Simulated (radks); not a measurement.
Spherical quantum dot in the effective-mass picture: electrons in a well V = -V0 / (1 + exp((r - R)/a)) with V0 = 28.7, R = 1.64, a = 0.13, all in effective atomic units (hartree* = m*/eps^2 hartree, bohr* = eps/m* bohr), one dielectric constant everywhere. Calculated with a radial shooting solver with Libxc functionals: non-relativistic Kohn-Sham, PBE, spin-polarised, spherical densities. Levels are named by radial order and angular momentum (1s, 1p, 1d, 2s, ...), and open shells are averaged over m. Each electron was tried in the lowest free levels, single moves between levels near the top were tried too, and the lowest total energy was kept; such a search can miss a lower state. The series stops at N = 21: beyond it a trial failed or the search could not be trusted, so later rows were left out. At N = 1 the Hartree and exchange-correlation terms need not cancel, so that row can carry a self-interaction error.

| N | open shells | 2S | E (hartree*) | mu = E(N) - E(N-1) (hartree*) | addition energy mu(N+1) - mu(N) (hartree*) | e(HOMO) (hartree*) | rms radius (bohr*) |
|---|---|---|---|---|---|---|---|
| 1 | 1s(up 1, down 0) | 1 | -26.6254 | -26.625 | 1.064 | -26.225 | 0.8501 |
| 2 | none | 0 | -52.1868 | -25.561 | 2.696 | -25.164 | 0.8714 |
| 3 | 1p(up 1, down 0) | 1 | -75.0519 | -22.865 | 0.7839 | -22.480 | 0.9308 |
| 4 | 1p(up 2, down 0) | 2 | -97.1331 | -22.081 | 0.8096 | -21.678 | 0.9627 |
| 5 | 1p(up 3, down 0) | 3 | -118.405 | -21.272 | 1.066 | -20.864 | 0.9843 |
| 6 | 1p(up 3, down 1) | 2 | -138.610 | -20.206 | 0.7609 | -19.832 | 1.002 |
| 7 | 1p(up 3, down 2) | 1 | -158.055 | -19.445 | 0.7849 | -19.054 | 1.016 |
| 8 | none | 0 | -176.715 | -18.660 | 2.955 | -18.264 | 1.027 |
| 9 | 1d(up 1, down 0) | 1 | -192.419 | -15.704 | 0.7404 | -15.335 | 1.046 |
| 10 | 1d(up 2, down 0) | 2 | -207.383 | -14.964 | 0.7454 | -14.592 | 1.062 |
| 11 | 1d(up 3, down 0) | 3 | -221.602 | -14.219 | 0.7476 | -13.845 | 1.075 |
| 12 | 1d(up 4, down 0) | 4 | -235.073 | -13.471 | 0.7484 | -13.097 | 1.087 |
| 13 | 1d(up 5, down 0) | 5 | -247.796 | -12.723 | 0.9693 | -12.348 | 1.097 |
| 14 | 1d(up 5, down 1) | 4 | -259.549 | -11.753 | 0.7227 | -11.393 | 1.107 |
| 15 | 1d(up 5, down 2) | 3 | -270.580 | -11.031 | 0.7276 | -10.668 | 1.115 |
| 16 | 1d(up 5, down 3) | 2 | -280.883 | -10.303 | 0.7302 | -9.9383 | 1.123 |
| 17 | 1d(up 5, down 4) | 1 | -290.456 | -9.5730 | 0.7313 | -9.2074 | 1.131 |
| 18 | none | 0 | -299.298 | -8.8417 | 2.611 | -8.4760 | 1.138 |
| 19 | 2s(up 1, down 0) | 1 | -305.528 | -6.2307 | 1.030 | -5.8073 | 1.137 |
| 20 | none | 0 | -310.729 | -5.2004 | 1.022 | -4.7859 | 1.137 |
| 21 | 1f(up 1, down 0) | 1 | -314.907 | -4.1780 | - | -3.8298 | 1.146 |

All shells are closed at N = 2, 8, 18, 20 (there: 1s2 1p6 1d10 2s2); the second difference of the energy has clear peaks (12 % above both neighbours; the first and last values, which can be the largest, are not judged, and half-filled shells can peak too) at N = 2, 5, 8, 13, 18.
